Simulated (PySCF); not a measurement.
A PySCF script (with the pyscf-properties extension) for the NMR shieldings of `C=Cn1nc(C)c(SC)n1`, C6H9N3S, on a GFN2-xTB geometry:

```python
import basis_set_exchange as bse
import numpy as np
from pyscf import gto, dft
from pyscf.prop import nmr

atoms = """
C     2.997041   -1.321065   -0.315584
C     2.551684   -0.083093   -0.473138
N     1.231497    0.276213   -0.290429
N     0.816997    1.521758   -0.455089
C    -0.476712    1.505775   -0.204465
C    -1.362886    2.688975   -0.266827
C    -0.818278    0.166818    0.123821
S    -2.385196   -0.448078    0.544301
C    -1.955581   -2.190689    0.804291
N     0.276003   -0.574345    0.059463
H     2.329554   -2.115174   -0.032266
H     4.032220   -1.561605   -0.467013
H     3.167652    0.757101   -0.755680
H    -2.154248    2.522817   -0.996642
H    -0.784802    3.564235   -0.547635
H    -1.831585    2.854498    0.702409
H    -1.550394   -2.595543   -0.117444
H    -1.220587   -2.257806    1.599881
H    -2.872184   -2.701540    1.080584
"""
names = dict.fromkeys(["C", "N", "S", "H"], "pcSseg-1")
basis = {el: gto.basis.parse(bse.get_basis(n, elements=[el], fmt="nwchem")) for el, n in names.items()}
mol = gto.M(atom=atoms, basis=basis, charge=0, verbose=0)
mf = dft.RKS(mol, xc="PBE0")
mf.grids.level = 2
mf.grids.alignment = dft.numint.BLKSIZE   # the property module wants whole blocks of grid points
mf.conv_tol = 1e-9
mf.kernel()

calc = nmr.RKS(mf)   # GIAO
C = mf.mo_coeff
Co = C[:, mf.mo_occ > 0]
resp = mf.gen_response(singlet=True, hermi=2)
def vind(x):   # induced exchange potential for any number of trial vectors
    d = np.einsum("pi,xij,qj->xpq", C, 2 * x.reshape(-1, C.shape[1], Co.shape[1]), Co, optimize=True)
    return np.einsum("xpq,pi,qj->xij", resp(d - d.transpose(0, 2, 1)), C, Co, optimize=True).ravel()
mo1, _ = nmr.rhf.solve_mo1(calc, with_cphf=vind)
sigma = calc.kernel(mo1)
for i, s in enumerate(sigma):   # ppm
    w = np.linalg.eigvalsh((s + s.T) / 2)
    print("%2d %-2s iso %8.1f  s11 %8.1f  s22 %8.1f  s33 %8.1f" % (i, mol.atom_pure_symbol(i), w.mean(), *w))
```

Q: What does it print?

A: 
```
 0 C  iso     82.3  s11    -17.0  s22     90.1  s33    173.8
 1 C  iso     48.4  s11    -59.4  s22     82.8  s33    122.0
 2 N  iso    -12.3  s11   -100.7  s22    -18.9  s33     82.6
 3 N  iso    -97.0  s11   -310.4  s22   -109.6  s33    129.1
 4 C  iso     41.4  s11    -28.4  s22     31.6  s33    121.1
 5 C  iso    174.9  s11    162.5  s22    171.6  s33    190.4
 6 C  iso     33.5  s11    -31.6  s22     24.0  s33    108.0
 7 S  iso    539.3  s11    358.4  s22    493.3  s33    766.2
 8 C  iso    167.3  s11    156.9  s22    162.8  s33    182.3
 9 N  iso    -66.6  s11   -266.2  s22   -107.5  s33    173.8
10 H  iso     25.6  s11     22.2  s22     25.1  s33     29.6
11 H  iso     26.7  s11     25.2  s22     25.5  s33     29.4
12 H  iso     24.5  s11     20.9  s22     24.4  s33     28.1
13 H  iso     29.5  s11     24.8  s22     28.3  s33     35.3
14 H  iso     29.0  s11     23.6  s22     27.7  s33     35.8
15 H  iso     29.5  s11     24.8  s22     28.3  s33     35.3
16 H  iso     28.8  s11     24.0  s22     26.5  s33     36.0
17 H  iso     28.8  s11     24.0  s22     26.5  s33     36.0
18 H  iso     29.5  s11     24.1  s22     26.8  s33     37.7
```

These numbers come from an equivalent density-fitted implementation of the same equations, which agrees with the script to about 0.01 ppm for H and up to a few tenths of a ppm for heavy atoms, so last digits may differ.

Q: Turn these shieldings into chemical shifts. Scale: ¹³C (σref 186.93) and ¹H (σref 31.72) against TMS; ¹⁵N (σref 267.73) against NH3; ³³S (σref 503.73) against CS2 (reference shieldings calculated alike).

A: Averaging equivalent atoms: C 6: 153.5; C 4: 145.5; C 1: 138.5; C 0: 104.6; C 8: 19.6; C 5: 12.1; N 3: 364.7; N 9: 334.4; N 2: 280.1; S 7: -36; H 12: 7.23; H 10: 6.09; H 11: 5.02; H 16/17/18: 2.65; H 13/14/15: 2.39 ppm. Experimental scales use liquid or dissolved standards, which lie at an offset from isolated NH3 (liquid NH3: subtract about 20 ppm). Unscaled 15N shifts of sp2 nitrogen come out 20 to 40 ppm too high even then.

Size and cost of the density-fitted run: 222 basis functions, 42 s wall time on 1 thread of an Arm Neoverse V1, shared host; peak memory 1.1 GiB.
